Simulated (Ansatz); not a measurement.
Reaction (cleavage of the B–B bond): `OB(O)BS` + `[OH][AlH][Cl]` → `SB[O][AlH][Cl]` + `OBO`

Computed with Ansatz on PBE0-D4/def2-TZVP structures; ΔE is electronic, products minus reactants. CBS: MP2 limit from def2 TZ/QZ plus the TZ coupled-cluster correction, frozen cores. This one scheme is used for every species. DFT in def2-TZVPP. B3LYP here is the variant with VWN-RPA as its local correlation; programs differ in this. Each species was taken in one conformer, which may not be the lowest.

`OB(O)BS`:

Cartesian coordinates in Å:
```
O 0.691 1.235 -1.273
B 0.000 0.487 -0.359
O -1.246 0.922 -0.015
B 0.604 -0.939 0.366
S -0.350 -1.841 1.541
H 1.557 0.876 -1.470
H -1.493 1.730 -0.476
H 1.679 -1.419 0.142
H -1.442 -1.052 1.545
```

`[OH][AlH][Cl]`:

Cartesian coordinates in Å:
```
O 0.028 1.193 -0.484
Al 0.139 -0.230 0.407
Cl -0.604 -2.020 -0.393
H -0.360 1.254 -1.356
H 0.798 -0.197 1.825
```

`SB[O][AlH][Cl]`:

Cartesian coordinates in Å:
```
S 0.922 1.675 -1.395
B -0.265 1.038 -0.184
O -0.266 -0.269 0.099
Al -0.117 -1.874 0.546
Cl 1.187 -2.337 2.104
H 0.524 2.953 -1.325
H -1.036 1.791 0.340
H -0.949 -2.976 -0.185
```

`OBO`:

Z-matrix (Å, degrees):
```
B
O 1 1.353
O 1 1.364 2 119.3
H 1 1.198 2 118.4 3 180.0
H 2 0.963 1 112.3 3 0.0
H 3 0.958 1 113.2 2 180.0
```

```tsv
level	ΔE (kJ/mol)	difference from CCSD(T)/CBS
PBE0-D4	-133.4	3.9
B3LYP-D4	-143.8	-6.5
B2PLYP	-144.4	-7.1
r2SCAN	-138.4	-1.1
HF/def2-TZVPP	-166.8	-29.5
SCS-MP2/def2-TZVPP	-144.7	-7.4
CCSD/def2-TZVPP	-141.3	-4.0
CCSD(T)/def2-TZVPP	-137.7	-0.4
MP2/CBS(def2)	-141.4	-4.1
CCSD/CBS(def2)	-140.8	-3.5
CCSD(T)/CBS	-137.3	0
```

Largest T1 diagnostic among the species: 0.015.

From PBE to PBE0 (25 % exact exchange), in def2-TZVPP and without D4, ΔE moves by −6.7 kJ/mol. In def2-TZVPP, CCSD(T) changes the Hartree–Fock value by +29.1 kJ/mol (the triples alone add +3.6 kJ/mol) and MP2 by +25.0 kJ/mol.
